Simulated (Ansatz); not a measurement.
# Energy profile

The step: GeNH₅O ([NH2][GeH2][OH]) → GeH₂O ([O][GeH2]) + NH₃ (still joined by a long Ge–N bond); bonds formed: N2–H4; bonds broken: O3–H4; bonds weakened to dative contacts: Ge1–N2 (atoms numbered as in the saddle structure below).

```xyz
8
angstrom
Ge -0.9707 0.1809 0.1389
N 1.0026 -0.0800 0.0139
O -0.9018 -0.7815 -1.2695
H 0.4649 -0.6449 -0.8887
H -1.2408 1.6988 0.0644
H -1.4284 -0.4038 1.4921
H 1.4761 -0.6687 0.6888
H 1.5981 0.6992 -0.2400
```

Electronic energies by CCSD(T) at an estimated basis limit (MP2 extrapolated from triple and quadruple zeta, plus CCSD(T) − MP2 in triple zeta), on PBE0-D4/def2-TZVP structures; GeNH$_{5}$O, singlet; no counterpoise correction. Program: Ansatz 0.2.0. Basis: def2-TZVPP and def2-QZVPP. Cores are frozen in the correlated methods. Filled d shells of the heavier atoms are correlated. The def2 sets are not built for correlating such inner shells, so the correlated values are less sure here. Extrapolation: Hartree–Fock as exp(−7.88 √X), correlation as X^−2.97.

(1) Give the profile in eV, counted from the start structure. (An estimate is asked for; the value comes from the calculation.)

No T1 diagnostic of these runs exceeds 0.023.

Results:

(1) Computed:
| point | eV |
| --- | --- |
| start structure | 0.000 |
| saddle | 1.757 |
| end structure | 1.394 |
| separated: GeH$_{2}$O (linked as [O][GeH2]; Ge1, O3, H5, H6; singlet) + NH$_{3}$ (N2, H4, H7, H8; singlet) | 2.347 |

For scale, one of the runs: CCSD(T)/def2-TZVPP, 180 basis functions, launched by `ansatz run in.yaml --threads 4 --pin off --events-out ev --progress --plain --max-ram 9574MiB`. Hardware: 4 CPU threads of an Arm Neoverse V1, shared host. Wall time 42 s; peak host memory 1.8 GiB.
